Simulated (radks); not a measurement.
Results of a calculation; reference values are marked as such.
Species: Zr+. Configuration: [Kr] 4d3 (not the ground configuration).

Level of theory: scalar-relativistic Kohn-Sham, r2SCAN, spin-polarised, spherical densities, finite nucleus; open shells are filled with parallel spins first (spin-orbit coupling, left out, can overturn this in heavy ions); meta-GGA in the generalised Kohn-Sham scheme; Fermi nuclear charge, rms radius 4.2694 fm (a radial shooting solver on a logarithmic mesh with Libxc functionals).

Energy parts (eV):
| part | energy |
|---|---|
| total | -97929.082 |
| kinetic | 100694.110 |
| electron-nucleus | -235647.142 |
| Hartree | 40136.692 |
| exchange-correlation | -3112.741 |

Orbitals (lengths in bohr, moments of r in powers of bohr; <r^-3> diverges for s and p1/2):
orbital,occ.,eigenvalue (eV),<r^-3>,<r^4>,<r>
1s down,1,-17869.60,-,8.892e-06,0.03707
1s up,1,-17869.57,-,8.892e-06,0.03707
2s up,1,-2490.427,-,0.001673,0.1625
2s down,1,-2490.128,-,0.001673,0.1625
2p up,3,-2218.760,2154,0.001205,0.1417
2p down,3,-2218.555,2154,0.001204,0.1417
3s up,1,-416.1402,-,0.08957,0.4573
3s down,1,-416.0382,-,0.08958,0.4574
3p up,3,-326.7220,347.1,0.1013,0.4614
3p down,3,-326.5940,346.8,0.1012,0.4614
3d up,5,-180.4929,44.94,0.1220,0.4526
3d down,5,-180.2499,44.92,0.1216,0.4525
4s up,1,-60.4200,-,4.512,1.229
4s down,1,-58.7952,-,4.334,1.218
4p up,3,-38.0780,42.69,7.984,1.391
4p down,3,-36.0589,44.52,7.464,1.370
4d up,3,-8.7479,2.360,74.67,2.228

The highest occupied level is 4d up at -8.748 eV. Summed over all electrons, <r^2> = 39.36 bohr^2, which gives a Langevin (diamagnetic) susceptibility term of -31.2 x 10^-6 cm^3/mol. The electron density at the nucleus is 7.604e+04 e/bohr^3 (large components only). The spin density at the nucleus is -2.640 e/bohr^3 (1s 0.035, 2s -0.559, 3s 0.463, 4s -2.579). Spin moment in Bohr magnetons: 3.
